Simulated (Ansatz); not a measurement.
CH6ClNSi2, relaxed with RKS PBE0-D4/def2-TZVP in the Gaussian-basis code of Ansatz from a PBE-D4/def2-SVP geometry. The force threshold is 0.005 eV/Å; the program also tests the step.

Charge 0, multiplicity 1. The bonds changed during the relaxation, so this is another structure than the one it started from.

Start:

```xyz
11

C    -1.562   -0.861    0.315
Si   -0.340    0.540    0.610
N     1.177    0.286   -0.284
Si    1.783    1.301   -1.570
Cl    3.579    0.220   -2.003
H    -2.504   -0.679    0.873
H    -1.806   -0.950   -0.762
H    -1.149   -1.832    0.658
H    -0.041    0.658    2.081
H     1.743   -0.532   -0.018
H    -0.879    1.849    0.101
```

```
step  energy (eV)  largest force (eV/Å)  largest move (Å)
   1  -30893.4006                 0.936             0.000
   2  -30893.4545                 0.483             0.034
   3  -30893.4643                 0.027             0.024
   4  -30893.4643                 0.013             0.003
   5  -30893.4644                 0.009             0.003
   6  -30893.4644                 0.007             0.007
   7  -30893.4644                 0.003             0.006
```

End:

```xyz
11

C    -1.546   -0.851    0.313
Si   -0.330    0.531    0.593
N     1.163    0.271   -0.280
Si    1.757    1.280   -1.529
Cl    3.539    0.243   -1.980
H    -2.469   -0.667    0.870
H    -1.796   -0.940   -0.746
H    -1.138   -1.807    0.649
H    -0.039    0.656    2.046
H     1.715   -0.539   -0.019
H    -0.856    1.824    0.083
```

Hardware: 4 threads of an Arm Neoverse V2 on a shared host. Wall time 28 s, peak host memory 0.6 GiB.
